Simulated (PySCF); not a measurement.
Vertical excitations of a molecule C₃H₈AlCl from TDDFT-LC-ωPBE/def2-SVPD (PySCF 2.14.0), as energy in eV (oscillator strength): 5.71 (0.001), 7.39 (0.017), 7.49 (0.156), 7.70 (0.013), 7.87 (0.043), 8.02 (0.019), 8.57 (0.003), 8.63 (0.086), 8.71 (0.012), 8.88 (0.219). Lowest triplet (TDA): 5.26 eV. Geometry: B3LYP-D3(BJ)/def2-SVP. Other conformers were not sampled.

Question: Which molecule gave these data?
A. C[CH](C)[AlH][Cl]
B. C[CH2][Al]([CH3])[Cl]
C. CC[CH2][AlH][Cl]

Answer: C, CC[CH2][AlH][Cl]
